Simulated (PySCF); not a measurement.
## From computed data to an observable: entropy of an ideal gas

In(H)2(vinyl) (C2H5In), SMILES [InH2][CH]=C.

Coordinates come from a PBE-D3(BJ)/def2-SVP optimisation. The def2 effective core potentials stand for the cores of In; spin–orbit coupling is left out.

PySCF 2.14.0 with PBE-D3(BJ)/def2-SVP gives the harmonic wavenumbers 134, 184, 365, 384, 493, 527, 576, 948, 956, 1012, 1205, 1365, 1591, 1707, 1720, 3022, 3066, 3112 cm⁻¹ and the rotational temperatures 1.6574, 0.1475, 0.1355 K. The molar mass is 143.88 g/mol, the symmetry number 1, the spin multiplicity 1.

Task: Work out the entropy at 298.15 K and 1 atm in the rigid-rotor, harmonic-oscillator model.

Result: 
Translation (Sackur–Tetrode at 1 atm): S = R[1.5 ln M + 2.5 ln T − 1.16487] = 170.7 J/(mol K).
Rotation: q = (√π/σ) T^1.5/√(θA θB θC) = 50100, S = R[ln q + 3/2] = 102.5 J/(mol K).
Vibration: with u = 1.4388 ν/T, each mode gives R[u/(e^u − 1) − ln(1 − e^−u)]:
```tsv
ν (cm⁻¹)	modes	u	S (J/(mol K))
134	1	0.65	12.08
184	1	0.89	9.57
365	1	1.76	4.61
384	1	1.85	4.28
493	1	2.38	2.83
527	1	2.54	2.49
576	1	2.78	2.06
948	1	4.57	0.48
956	1	4.61	0.47
1012	1	4.88	0.37
1205	1	5.81	0.17
1365	1	6.59	0.09
1591	1	7.68	0.03
1707	1	8.24	0.02
1720	1	8.30	0.02
```
The stiffer modes add less than 0.005 each. Sum 39.6 J/(mol K).
Spin: R ln 1 = 0.0 J/(mol K).
Total 312.7 J/(mol K); the program's own thermochemistry gives 312.7. Translation makes up 55 % and vibration 13 %. Anharmonicity, hindered rotation and orbital degeneracy are left out.
